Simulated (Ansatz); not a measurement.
C4H12AlN, SMILES `C[CH2][Al]([NH2])[CH2]C`, relaxed with RKS PBE0-D4/def2-TZVP in Ansatz from a PBE-D4/def2-SVP geometry. The force threshold is 0.005 eV/Å; the program also tests the step.

Total charge 0; spin multiplicity 1.

Start:

```xyz
18

C     2.373   -0.743    0.412
C     1.423    0.404    0.809
Al   -0.511   -0.020    0.699
N    -1.209   -1.163    1.891
C    -1.707    0.748   -0.680
C    -1.125    0.742   -2.105
H     2.242   -1.633    1.065
H     3.444   -0.452    0.477
H     2.198   -1.088   -0.630
H     1.614    1.291    0.162
H     1.659    0.746    1.842
H    -2.183   -1.473    1.901
H    -0.705   -1.603    2.664
H    -1.926    1.799   -0.374
H    -2.694    0.234   -0.654
H    -1.781    1.263   -2.836
H    -0.980   -0.291   -2.487
H    -0.133    1.239   -2.156
```

| step | energy (eV) | largest force (eV/Å) | largest move (Å) |
| --- | --- | --- | --- |
| 1 | -12424.5134 | 0.589 | 0.000 |
| 2 | -12424.5766 | 0.147 | 0.037 |
| 3 | -12424.5829 | 0.025 | 0.024 |
| 4 | -12424.5833 | 0.010 | 0.014 |
| 5 | -12424.5835 | 0.018 | 0.021 |
| 6 | -12424.5837 | 0.018 | 0.036 |
| 7 | -12424.5839 | 0.025 | 0.031 |
| 8 | -12424.5842 | 0.060 | 0.065 |
| 9 | -12424.5844 | 0.053 | 0.016 |
| 10 | -12424.5849 | 0.051 | 0.059 |
| 11 | -12424.5853 | 0.036 | 0.047 |
| 13 | -12424.5861 | 0.064 | 0.017 |
| 15 (rejected) | -12424.5863 | 0.159 | 0.195 |
| 17 | -12424.5888 | 0.079 | 0.097 |
| 19 | -12424.5910 | 0.058 | 0.019 |
| 21 (rejected) | -12424.5908 | 0.150 | 0.196 |
| 23 | -12424.5946 | 0.074 | 0.098 |
| 25 | -12424.5953 | 0.034 | 0.003 |
| 27 | -12424.5960 | 0.019 | 0.038 |
| 29 | -12424.5964 | 0.018 | 0.013 |
| 31 | -12424.5967 | 0.011 | 0.052 |
| 33 | -12424.5968 | 0.010 | 0.006 |
| 35 | -12424.5968 | 0.003 | 0.007 |
| 37 | -12424.5968 | 0.006 | 0.012 |
| 39 | -12424.5968 | 0.002 | 0.008 |

End:

```xyz
18

C     2.219   -0.583   -0.058
C     1.397    0.197    0.973
Al   -0.548   -0.053    0.843
N    -1.403   -0.731    2.244
C    -1.620    0.413   -0.737
C    -0.846    0.673   -2.031
H     2.072   -1.663    0.038
H     3.293   -0.399    0.044
H     1.945   -0.315   -1.082
H     1.615    1.269    0.870
H     1.722   -0.067    1.986
H    -2.394   -0.909    2.290
H    -0.969   -0.984    3.116
H    -2.207    1.304   -0.475
H    -2.369   -0.372   -0.898
H    -1.499    0.993   -2.849
H    -0.320   -0.222   -2.373
H    -0.089    1.452   -1.901
```

It took 2.1 min on 4 threads of an Intel Xeon 6975P-C on a shared host, with 0.96 GiB of host memory at the peak.
